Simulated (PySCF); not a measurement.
Ligand exchange on a metal centre used in film growth or etching (W F-NH2). Isolated molecules, 0 K electronic values unless said otherwise. One relaxed conformer stands for each flexible species; it need not be the lowest.

Quantity: redistribution energy (mixed species minus the weighted end members), in kcal/mol.

A: 2 of 6 F replaced by NH2: [W(F)4(NH2)2]
B: 1 of 6 F replaced by NH2: [W(F)5(NH2)]
C: 5 of 6 F replaced by NH2: [W(F)(NH2)5]
D: 3 of 6 F replaced by NH2: [W(F)3(NH2)3]
E: 4 of 6 F replaced by NH2: [W(F)2(NH2)4]

Q: Put the candidates in order of redistribution energy (mixed species minus the weighted end members), lowest first, for B3LYP/6-31G* (LANL2DZ on W) // BP86-D3(BJ)/def2-SVP (PySCF).

A: D (-18.2 kcal/mol), A (-14.1 kcal/mol), E (-11.9 kcal/mol), B (-6.21 kcal/mol), C (-4.23 kcal/mol)
